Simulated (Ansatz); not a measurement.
Abridged output of a molecular run in Ansatz:

```
Functional definition: HF
3618 factors; integrals over basis functions are off by at most 1.1e-3 eV
mean field evaluation 1: about -70081.1710 eV, gradient 6.4e1 eV
mean field evaluation 2: about -70081.7191 eV, gradient 6.4e1 eV
mean field evaluation 4: about -70090.8331 eV, gradient 7.9e0 eV
mean field evaluation 8: about -70090.9912 eV, gradient 4.7e-1 eV
mean field -70090.99171732 eV, -2575.7964362311 hartree, gradient 1.7e-6 eV, S^2 0.000000; 0 other end points of the search recorded, 0 dependent functions left out
19 core orbitals not correlated: weight in the atoms' cores, before any rotation towards them, 1.000 or more for the frozen orbitals, at most 0.000 for the correlated occupied ones
reference -70090.99171732 eV, -2575.7964362311 hartree; 39, 39 occupied and 552, 552 virtual orbitals, 3618 factors
second order -59.59855045 eV of doubles, -0.00000000 eV of singles
cycle   1  -60.04251144 eV  change   -4.4e-1 eV  update   1.6e-1
cycle   2  -61.49134214 eV  change    -1.4e0 eV  update   4.7e-2
cycle   3  -61.80756587 eV  change   -3.2e-1 eV  update   2.4e-2
cycle   4  -61.78509836 eV  change    2.2e-2 eV  update   5.2e-3
cycle   5  -61.78352371 eV  change    1.6e-3 eV  update   2.4e-3
cycle   6  -61.78520777 eV  change   -1.7e-3 eV  update   7.5e-4
cycle   7  -61.78478294 eV  change    4.2e-4 eV  update   3.1e-4
cycle   8  -61.78464385 eV  change    1.4e-4 eV  update   8.6e-5
cycle   9  -61.78467268 eV  change   -2.9e-5 eV  update   3.1e-5
perturbative correction -2.40893961 eV, -0.0885268978 hartree
Total energy: -70155.18532962 eV, -2578.1555079709 hartree
```

Its atoms:

Z-matrix (Å, degrees):
```
C
C 1 1.509
H 1 1.092 2 110.5
H 1 1.093 2 110.6 3 120.2
H 1 1.092 2 110.5 3 -119.7
O 2 1.414 1 108.9 3 59.2
H 2 1.099 1 110.1 3 -179.4
H 2 1.100 1 109.8 3 -61.7
Ge 6 1.776 2 119.6 1 170.7
C 9 1.925 6 115.0 2 61.7
O 9 1.761 6 104.2 2 -175.6
O 9 1.768 6 109.0 2 -57.4
H 10 1.090 9 110.0 6 -68.7
H 10 1.090 9 109.1 6 171.8
H 10 1.090 9 110.0 6 52.1
C 11 1.417 9 123.2 6 2.1
C 12 1.415 9 120.8 6 -59.4
C 16 1.512 11 112.5 9 82.0
H 16 1.096 11 110.8 9 -41.3
H 16 1.095 11 106.0 9 -157.7
C 17 1.509 12 108.9 9 176.0
H 17 1.097 12 110.1 9 -63.1
H 17 1.099 12 110.5 9 55.1
H 18 1.092 16 110.7 11 -65.3
H 18 1.094 16 110.3 11 175.2
H 18 1.092 16 110.6 11 55.4
H 21 1.093 17 110.5 12 179.7
H 21 1.092 17 110.6 12 -60.2
H 21 1.092 17 110.4 12 59.6
```

Problem. Which basis set was used?
A. def2-TZVPP
B. def2-TZVPPD
C. def2-QZVPP
D. cc-pV(D+d)Z

Solution. A. It gives 610 functions.

Problem. Write the keys of the input that set method, charge and spin (a neutral closed shell needs none for the last two).

Solution. 
```yaml
correlation: {method: ccsd_t}
```
